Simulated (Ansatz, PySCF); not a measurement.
Process, species as SMILES: [CH]Cl + 2 [H][H] (H2) -> C (CH4) + Cl (HCl)
Each molecule is optimised on its own at B3LYP-D3(BJ)/def2-TZVP (Ansatz, a quantum-chemistry and plane-wave program). Frequencies are from Ansatz or PySCF. Unstable Hartree-Fock reference: [CH]Cl.

Wanted: energy of full hydrogenation (0 K, with B3LYP-D3(BJ) harmonic zero-point energies), in kcal/mol. Valence correlation only, unless marked. No spin-orbit coupling. Non-relativistic. CBS(X,Y): correlation extrapolated as X^-3; Hartree-Fock from the larger set.

CCSD(T)/CBS(def2-TZVPPD,def2-QZVPPD) (Ansatz) gives -114.5 kcal/mol.

Question: Another calculation gave -118.9 kcal/mol. Which level was it?
(A) LC-wPBE/def2-TZVPD (Ansatz)
(B) wB97X/def2-TZVPD (Ansatz)
(C) revPBE/def2-TZVPD (Ansatz)
(D) M06-2X/def2-TZVPD (PySCF)

Answer: B, wB97X/def2-TZVPD (Ansatz). The others give -114.1 (M06-2X), -109.4 (revPBE), -123.0 (LC-wPBE) kcal/mol.
